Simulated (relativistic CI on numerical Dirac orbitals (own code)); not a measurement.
**Energy levels of Au⁺**

Computed by Dirac-Coulomb-Breit CI, separate exchange-only KLI orbitals for each configuration, a model potential for QED, valence Slater integrals scaled by 0.85, P86 correlation energy added to each configuration (own radial code, finite nucleus).

CI space (outside the closed core [Xe] 4f14): 5d10, 5d9.6s, 5d8.6s2, 5d9.6p, 5d9.7s, 5d9.6d, 5d9.7p, 5d8.6s.6p, 5d9.5f, 5d9.7d, 5d9.6f, 5d9.5g, 5d9.7f, 5d9.6g, 5d8.6s.7s, 5d8.6p2. Levels of other configurations are missing.

```
No.  Configuration  Term  J  E (cm⁻¹)   %  Next component (%)  Landé g        jj configuration (%)
  1           5d10    1S  0       0.0  99        1 5d8.6s2 1S                          closed (99)
  2         5d9.6s    3D  3   17813.8  99        1 5d8.6p2 3D    1.334             5d5/2^5 6s (99)
  3         5d9.6s    3D  2   20566.0  61               37 1D    1.102             5d5/2^5 6s (93)
  4         5d9.6s    3D  1   29804.9  99        1 5d8.6p2 3D    0.498     5d3/2^3 5d5/2^6 6s (99)
  5         5d9.6s    1D  2   32022.2  57               38 3D    1.064     5d3/2^3 5d5/2^6 6s (91)
  6        5d8.6s2    3F  4   46429.8  93                4 1G    1.239                5d5/2^4 (91)
  7        5d8.6s2    1D  2   55124.8  40               28 3P    1.062                5d5/2^4 (86)
  8        5d8.6s2    3F  3   57429.8  97        2 5d8.6p2 3F    1.083        5d3/2^3 5d5/2^5 (97)
  9         5d9.6p   3P°  2   64021.7  75              16 3D°    1.417          5d5/2^5 6p1/2 (85)
 10        5d8.6s2    3P  2   64299.5  50               47 3F    1.098        5d3/2^3 5d5/2^5 (77)
 11        5d8.6s2    3P  0   65786.1  81               16 1S                         5d5/2^4 (77)
 12         5d9.6p   3F°  3   66624.3  50              32 1F°    1.093          5d5/2^5 6p1/2 (95)
 13        5d8.6s2    3P  1   68807.7  97        2 5d8.6p2 3P    1.501        5d3/2^3 5d5/2^5 (97)
 14        5d8.6s2    1G  4   71261.2  93                4 3F    1.010        5d3/2^3 5d5/2^5 (91)
 15         5d9.6p   3F°  4   72282.5  96     4 5d8.6s.6p 3F°    1.251          5d5/2^5 6p3/2 (96)
 16         5d9.6p   3P°  1   73220.6  69              15 3D°    1.277          5d5/2^5 6p3/2 (67)
 17         5d9.6p   1D°  2   73336.1  38              23 3D°    1.065          5d5/2^5 6p3/2 (80)
 18         5d9.6p   3D°  3   74905.3  70              22 1F°    1.256          5d5/2^5 6p3/2 (92)
 19        5d8.6s2    1D  2   76035.6  52               26 3F    1.006        5d3/2^2 5d5/2^6 (79)
 20         5d9.6p   3F°  2   77536.2  65              29 1D°    0.767  5d3/2^3 5d5/2^6 6p1/2 (86)
 21         5d9.6p   3P°  0   81422.4  94     5 5d8.6s.6p 3P°           5d3/2^3 5d5/2^6 6p3/2 (94)
 22      5d8.6s.6p   5D°  4   81458.2  73              17 5F°    1.445       5d5/2^4 6s 6p1/2 (80)
 23         5d9.6p   3D°  1   83458.8  53              32 1P°    0.695  5d3/2^3 5d5/2^6 6p1/2 (59)
 24         5d9.6p   3F°  3   85073.4  43              42 1F°    1.069  5d3/2^3 5d5/2^6 6p3/2 (93)
 25         5d9.6p   1P°  1   85554.3  56              22 3P°    1.022  5d3/2^3 5d5/2^6 6p3/2 (63)
 26         5d9.6p   3D°  2   86002.9  48              25 1D°    1.087  5d3/2^3 5d5/2^6 6p3/2 (86)
 27      5d8.6s.6p   5G°  5   86205.7  42              41 5F°    1.306       5d5/2^4 6s 6p1/2 (73)
 28      5d8.6s.6p   5D°  3   88030.0  56              20 5F°    1.370       5d5/2^4 6s 6p1/2 (45)
 29      5d8.6s.6p   5G°  4   89441.3  42              24 3G°    1.166       5d5/2^4 6s 6p1/2 (59)
 30      5d8.6s.6p   5G°  6   91236.6  97               3 3H°    1.328       5d5/2^4 6s 6p3/2 (92)
```

Energies count from the lowest computed level; ° marks odd parity. Filled j subshells are mostly left out of the jj labels.

The mean weight of the leading LS term, summed over parents, in these 30 levels is 70 %, and that of the leading jj configuration (from the same eigenvectors) 84 %, so jj coupling describes them better and the LS labels are nominal.

For a near-neutral ion this model can misplace configurations by up to about 10,000 cm⁻¹ (more where the count of f electrons changes) and terms by 10 to 25 % of their spread. Rates follow the energies as ν³ (E1, M1) or ν⁵ (E2), so they and the lifetimes can be off by large factors. The fine structure of a lone outer electron comes out too small, for d and f at times inverted, and misplaced configurations move strength between like terms. 24 of the 31 excited levels that our extract of the measured tables holds in this range could be paired (the sources list more); they are missed by 2357 cm⁻¹ on average and 7236 at most, and levels without a partner can miss by more.

LS names give the leading component of a level, which can be under half, so a name can repeat, a term be missing and a line seem to break the LS rules.
